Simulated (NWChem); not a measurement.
Relativistic effects in ClIn

```xyz
2

In     0.0000     0.0000    -0.6307
Cl     0.0000     0.0000     1.8179
```
Charge 0, spin multiplicity 1.

Program: NWChem. Structure: optimised with PBE/def2-SVP with def2 effective core potentials on In, a minimum by its harmonic frequencies.

Functional PBE, all-electron basis x2c-SVPall-2c, contracted for the X2C Hamiltonian and used here with ZORA. The ion keeps the geometry and has multiplicity 2 in the scalar run; the spin-orbit run starts from the same electron counts.

Costs are rough ratios of processor time within this set of runs, SCF included, with scalar ZORA as 1.

The structure started from a generated list of species. No SCF solution was tested for a lower state.

| Hamiltonian | ΔSCF ionisation energy (eV) | HOMO (eV) | LUMO (eV) | gap (eV) | relative cost |
|---|---|---|---|---|---|
| scalar ZORA | 9.44 | -6.20 | -2.40 | 3.80 | 1 |
| spin-orbit ZORA | 9.45 | -6.20 | -2.52 | 3.68 | under 3 |

From scalar ZORA to spin-orbit ZORA the ionisation energy hardly moves.
